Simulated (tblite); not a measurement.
Compound: C4H10B2FN.
Geometry (GFN2-xTB, Å), atoms numbered from 1 in this order:
```xyz
18
C4H10B2FN angstrom
B      0.0838    1.7281    0.5226
N      0.1715    0.3383    0.3133
B      1.3253   -0.3521   -0.1773
C      2.6562    0.2839   -0.7431
F      1.2712   -1.6880   -0.1395
C     -0.9457   -0.5013    0.7068
C     -2.3393   -0.1580    0.2830
C     -1.6444   -1.3417   -0.3195
H      0.9732    2.4173    0.2129
H     -0.8773    2.1738    1.0191
H      2.9398   -0.2076   -1.6719
H      2.5984    1.3495   -0.9264
H      3.4751    0.1099   -0.0465
H     -0.8126   -0.9369    1.6922
H     -2.4740    0.7137   -0.3380
H     -3.1425   -0.3258    0.9842
H     -1.3076   -1.2616   -1.3418
H     -1.9597   -2.3353   -0.0416
```

Computed values, GFN2-xTB/tblite, gas phase, harmonic and unscaled. Against measured fundamentals such values can be off by several per cent, at times by over 20. Modes of hydrogen on boron can be 10 to 20 % off. One conformer, not necessarily the lowest. The optimisation stopped once no atom felt more than 0.01 eV/Å.

Lowest wavenumbers of the output (negative numbers stand for imaginary wavenumbers):
```
mode    cm-1
  1     -55.0
  2      57.2
  3      62.6
  4     164.9
  5     213.5
  6     296.5
  7     306.7
  8     339.5
  9     398.2
 10     433.5
 11     486.7
 12     522.9
 13     680.4
 14     792.4
 15     826.7
```

Is this structure a minimum?

Not by this Hessian. 1 mode is imaginary beyond 20i (55i cm⁻¹), so at this level the point lies at or near a first-order saddle. The curvature is small, so loose convergence or finite differences may be the whole cause.

Which atoms move in the imaginary mode?

55i: H13 (methyl hydrogen) 37 %, H12 (methyl hydrogen) 29 %, H11 (methyl hydrogen) 29 %. These are shares of the mass-weighted motion.

What is the remedy?

Step along that mode in both directions, optimise again with tighter thresholds and repeat the frequencies. The zero-point energy of this point (89.0 kcal/mol) counts the 47 real modes alone, and thermal corrections from it aren't those of a minimum.

The run took 0.9 s on one thread, Arm Neoverse N1 (aarch64), on a shared host. The figure is for the frequency step alone.
